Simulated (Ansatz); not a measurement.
A run on C₄H₁₁In, SMILES `C[CH2][InH][CH2]C` with other settings.

```yaml
crystal:
  periodic: [false, false, false]
  atoms:
    - {symbol: C, position_ang: [0.266649, 1.376758, 1.575599]}
    - {symbol: C, position_ang: [0.235333, -0.088510, 1.989654]}
    - {symbol: In, position_ang: [-0.107860, -1.549635, 0.418533]}
    - {symbol: C, position_ang: [-0.313397, -1.036943, -1.682883]}
    - {symbol: C, position_ang: [-0.146646, 0.430358, -2.055496]}
    - {symbol: H, position_ang: [0.443798, 2.038065, 2.431156]}
    - {symbol: H, position_ang: [1.054975, 1.578342, 0.845913]}
    - {symbol: H, position_ang: [-0.674553, 1.691970, 1.117576]}
    - {symbol: H, position_ang: [-0.538233, -0.262949, 2.745280]}
    - {symbol: H, position_ang: [1.176176, -0.375464, 2.472323]}
    - {symbol: H, position_ang: [-0.224553, -3.228802, 0.868027]}
    - {symbol: H, position_ang: [0.408009, -1.659940, -2.222774]}
    - {symbol: H, position_ang: [-1.297590, -1.406348, -1.991966]}
    - {symbol: H, position_ang: [-0.265919, 0.593113, -3.132518]}
    - {symbol: H, position_ang: [-0.879895, 1.065637, -1.552057]}
    - {symbol: H, position_ang: [0.840803, 0.811546, -1.782067]}
basis:
  gaussian: {orbitals: x2c-TZVPPall, nuclear_model: gaussian}
hamiltonian: {xc: {name: SPW92}}
scf: {lower_state_search: light}
output: {forces: true}
```

```sh
$ ansatz run in.yaml --threads 4 --pin off --events-out ev --progress --plain --max-ram 11315MiB
```

Shortened log:

```
Functional definition: SPW92
  name "SPW92"
  cite "Dirac, Proc. Camb. Phil. Soc. 26, 376 (1930) doi:10.1017/S0305004100016108"
  cite "Slater, Phys. Rev. 81, 385 (1951) doi:10.1103/PhysRev.81.385"
  cite "Perdew & Wang, Phys. Rev. B 45, 13244 (1992) doi:10.1103/PhysRevB.45.13244"
  exchange = slater_x
  correlation = pw_c
1922 factors; their error is unknown
mean field evaluation 1: about -164128.1408 eV, gradient 1.1e2 eV
mean field evaluation 2: about -163993.5071 eV, gradient 2.2e2 eV
mean field evaluation 4: about -164157.2400 eV, gradient 1.3e1 eV
mean field evaluation 8: about -164157.6104 eV, gradient 4.2e-1 eV
mean field evaluation 16: about -164157.5719 eV, gradient 1.3e-2 eV
mean field -164157.57190131 eV, -6032.6794973743 hartree, gradient 9.4e-6 eV, S^2 0.000000; 0 other end points of the search recorded, 0 dependent functions left out
the calculation of the forces begins
reference -164157.57195422 eV, -6032.6794993189 hartree; 42, 42 occupied and 296, 296 virtual orbitals, 1922 factors
Total energy: -164157.57195422 eV, -6032.6794993189 hartree
Relativity: scalar
Atom 0 at     0.266649     1.376758     1.575599 Å, force    -0.021590    -0.545350     0.102194 eV/Å
Atom 1 at     0.235333    -0.088510     1.989654 Å, force    -0.054667     0.289548    -0.465441 eV/Å
Atom 2 at    -0.107860    -1.549635     0.418533 Å, force     0.011594     0.158676    -0.043980 eV/Å
Atom 3 at    -0.313397    -1.036943    -1.682883 Å, force     0.104755     0.474653     0.258816 eV/Å
Atom 4 at    -0.146646     0.430358    -2.055496 Å, force    -0.050695    -0.521358     0.184522 eV/Å
Atom 5 at     0.443798     2.038065     2.431156 Å, force     0.043597     0.157498     0.211524 eV/Å
Atom 6 at     1.054975     1.578342     0.845913 Å, force     0.193031     0.049809    -0.202275 eV/Å
Atom 7 at    -0.674553     1.691970     1.117576 Å, force    -0.232930     0.078239    -0.129580 eV/Å
Atom 8 at    -0.538233    -0.262949     2.745280 Å, force    -0.192196    -0.087985     0.157567 eV/Å
Atom 9 at     1.176176    -0.375464     2.472323 Å, force     0.218094    -0.114886     0.092188 eV/Å
Atom 10 at    -0.224553    -3.228802     0.868027 Å, force     0.003611     0.050302    -0.012238 eV/Å
Atom 11 at     0.408009    -1.659940    -2.222774 Å, force     0.172882    -0.176559    -0.083893 eV/Å
Atom 12 at    -1.297590    -1.406348    -1.991966 Å, force    -0.231669    -0.116413    -0.029759 eV/Å
Atom 13 at    -0.265919     0.593113    -3.132518 Å, force    -0.029905     0.035632    -0.263160 eV/Å
Atom 14 at    -0.879895     1.065637    -1.552057 Å, force    -0.177324     0.166310     0.142316 eV/Å
Atom 15 at     0.840803     0.811546    -1.782067 Å, force     0.243412     0.101883     0.081199 eV/Å
Dipole moment:     0.010029     0.143464    -0.037984 e Å
```

Run time 3.8 s (4 threads of an Arm Neoverse V2 on a shared host); peak host memory 0.57 GiB.
